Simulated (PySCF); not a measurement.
Gas-phase equilibrium of 1 mol GeCl4, 12 mol H2 at 1000 K and 0.00133 bar, among 17 species (GeH4, Ge2H6, GeH3Cl, HCl, GeCl3, H, H2, Ge3H8, GeHCl3, GeH3, GeCl4, Cl, Cl2, GeCl2, GeHCl, GeH2, GeH2Cl2). Only gases are allowed; each row takes one source of thermochemistry for all species, and Cantera finds the minimum.

Method: PySCF energies plus ideal-gas RRHO corrections (1 bar). † marks an energy on the PBE0/def2-TZVP geometry and frequencies; other levels use their own. MP2 freezes the core. 6-31G* has spherical d functions here. Open shells (unrestricted) among the columns below: H (multiplicity 2), Cl (multiplicity 2, electronic degeneracy 6); the rest are closed-shell singlets. Spin-orbit splitting is ignored; it lowers the true energy and changes the entropy of Cl. Ge: all electrons, no relativistic terms. GeHCl: computed as isolated molecules; such fragments, hydroxides, amides, oligomers or adducts are transient or little studied in the gas. MP2 isn't extrapolated to the basis-set limit. The harmonic model lacks anharmonicity and excited electronic states, which grow with temperature; levels with a mode under 35 cm⁻¹ are left out.

Molecules larger than those listed are left out, and so are free Ge atoms, whose spin-orbit terms are large.

Mole fractions:

```json
[
 {"thermochemistry": "BLYP/def2-TZVP†", "x H2": "0.79", "x HCl": "0.14", "x GeCl2": "0.071", "x Cl": "5.1e-8", "x H": "6.0e-8", "x GeHCl": "6.8e-7"},
 {"thermochemistry": "HF/6-31G*", "x H2": "0.79", "x HCl": "0.14", "x GeCl2": "0.071", "x Cl": "0.00060", "x H": "6.8e-5", "x GeHCl": "1.5e-5"},
 {"thermochemistry": "MP2/def2-SVP†", "x H2": "0.79", "x HCl": "0.14", "x GeCl2": "0.071", "x Cl": "6.0e-8", "x H": "9.6e-7", "x GeHCl": "4.6e-6"},
 {"thermochemistry": "PBE/def2-SVP", "x H2": "0.79", "x HCl": "0.14", "x GeCl2": "0.071", "x Cl": "7.7e-9", "x H": "3.1e-7", "x GeHCl": "6.9e-7"},
 {"thermochemistry": "PBE/def2-TZVP†", "x H2": "0.79", "x HCl": "0.14", "x GeCl2": "0.071", "x Cl": "5.6e-9", "x H": "2.0e-7", "x GeHCl": "6.7e-7"},
 {"thermochemistry": "ωB97X-V/def2-TZVP†", "x H2": "0.79", "x HCl": "0.14", "x GeCl2": "0.071", "x Cl": "1.3e-8", "x H": "9.6e-8", "x GeHCl": "2.0e-6"}
]
```
The most sensitive of these is Cl: it spans a factor of 10^5.0 over these rows; at this temperature one factor of ten is RT ln 10 = 19 kJ/mol.
